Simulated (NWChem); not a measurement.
**Atomisation of Cl$_{3}$Si**

```
Si
Cl 1 2.0803
Cl 1 2.0803 2 109.26
Cl 1 2.0804 2 109.26 3 -119.49
```
Charge 0, spin multiplicity 2.

Program: NWChem. All single points use one geometry, from UPBE/def2-SVP, a minimum by its harmonic frequencies.

Basis set: def2-TZVP. The atomisation energy is electronic alone: no zero-point, thermal, spin-orbit or counterpoise terms. No value is extrapolated to the basis-set limit. Free atoms are single determinants with multiplicities Cl 2, Si 3.

B3LYP has NWChem's definition, with VWN1-RPA local correlation. The structure started from a generated list of species. The unpaired electrons of the parent sit in orbitals of symmetry a' (Cs labels of the run); other states weren't searched. No SCF solution was tested for a lower state.

Question: Order these methods by the atomisation energy they give, lowest first: PBE0, PBE, B3LYP, BP86, r2SCAN, M06-2X.

Answer: B3LYP (262.9 kcal/mol), PBE0 (275.7 kcal/mol), BP86 (277.2 kcal/mol), M06-2X (278.6 kcal/mol), PBE (281.5 kcal/mol), r2SCAN (282.8 kcal/mol)
